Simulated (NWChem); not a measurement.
Species: C4H7F; SMILES C(/CC)=C/F

```xyz
12

C      0.2790     2.1323     0.3977
C      0.2348     0.9281    -0.5386
C     -0.7946    -0.0837    -0.1455
C     -0.5515    -1.3576     0.1492
F      0.6741    -1.8852     0.1114
H      1.0239     2.8693     0.0607
H      0.5421     1.8290     1.4226
H     -0.6967     2.6421     0.4430
H      0.0180     1.2766    -1.5645
H      1.2215     0.4421    -0.5802
H     -1.8402     0.2342    -0.0771
H     -1.3113    -2.0882     0.4416
```
Atoms are numbered in this order, from 1.

Level: PBE0/def2-SVP (NWChem), optimised geometry, unscaled harmonic frequencies. 

List the harmonic frequencies with IR intensities, and the thermochemistry.


```json
[
 {"frequency (cm⁻¹)": "61", "IR intensity (km/mol)": "0.3"},
 {"frequency (cm⁻¹)": "203", "IR intensity (km/mol)": "1.9"},
 {"frequency (cm⁻¹)": "257", "IR intensity (km/mol)": "3.4"},
 {"frequency (cm⁻¹)": "293", "IR intensity (km/mol)": "2.4"},
 {"frequency (cm⁻¹)": "520", "IR intensity (km/mol)": "6.5"},
 {"frequency (cm⁻¹)": "680", "IR intensity (km/mol)": "1.2"},
 {"frequency (cm⁻¹)": "782", "IR intensity (km/mol)": "28.3"},
 {"frequency (cm⁻¹)": "805", "IR intensity (km/mol)": "10.2"},
 {"frequency (cm⁻¹)": "896", "IR intensity (km/mol)": "4.6"},
 {"frequency (cm⁻¹)": "950", "IR intensity (km/mol)": "0.4"},
 {"frequency (cm⁻¹)": "1053", "IR intensity (km/mol)": "40.9"},
 {"frequency (cm⁻¹)": "1055", "IR intensity (km/mol)": "15.3"},
 {"frequency (cm⁻¹)": "1092", "IR intensity (km/mol)": "4.3"},
 {"frequency (cm⁻¹)": "1172", "IR intensity (km/mol)": "28.9"},
 {"frequency (cm⁻¹)": "1260", "IR intensity (km/mol)": "30.2"},
 {"frequency (cm⁻¹)": "1288", "IR intensity (km/mol)": "18.3"},
 {"frequency (cm⁻¹)": "1327", "IR intensity (km/mol)": "2.9"},
 {"frequency (cm⁻¹)": "1394", "IR intensity (km/mol)": "3.0"},
 {"frequency (cm⁻¹)": "1420", "IR intensity (km/mol)": "19.5"},
 {"frequency (cm⁻¹)": "1458", "IR intensity (km/mol)": "0.8"},
 {"frequency (cm⁻¹)": "1468", "IR intensity (km/mol)": "8.6"},
 {"frequency (cm⁻¹)": "1479", "IR intensity (km/mol)": "5.5"},
 {"frequency (cm⁻¹)": "1784", "IR intensity (km/mol)": "61.4"},
 {"frequency (cm⁻¹)": "3052", "IR intensity (km/mol)": "20.5"},
 {"frequency (cm⁻¹)": "3055", "IR intensity (km/mol)": "24.5"},
 {"frequency (cm⁻¹)": "3124", "IR intensity (km/mol)": "0.9"},
 {"frequency (cm⁻¹)": "3149", "IR intensity (km/mol)": "24.4"},
 {"frequency (cm⁻¹)": "3156", "IR intensity (km/mol)": "19.4"},
 {"frequency (cm⁻¹)": "3194", "IR intensity (km/mol)": "2.2"},
 {"frequency (cm⁻¹)": "3230", "IR intensity (km/mol)": "11.3"}
]
```

```
Quantity                                                                            Value
-----------------------------------------------------------------------  ----------------
zero-point energy                                                           63.8 kcal/mol
thermal correction to the enthalpy at 298.15 K (with zero-point energy)     68.1 kcal/mol
heat capacity Cv                                                         19.6 cal/(mol K)
entropy at 298.15 K and 1 atm (symmetry number 1)                        76.3 cal/(mol K)
dipole moment                                                                      1.25 D
```

Rigid rotor and harmonic oscillator; modes under 100 cm⁻¹ make the entropy uncertain.
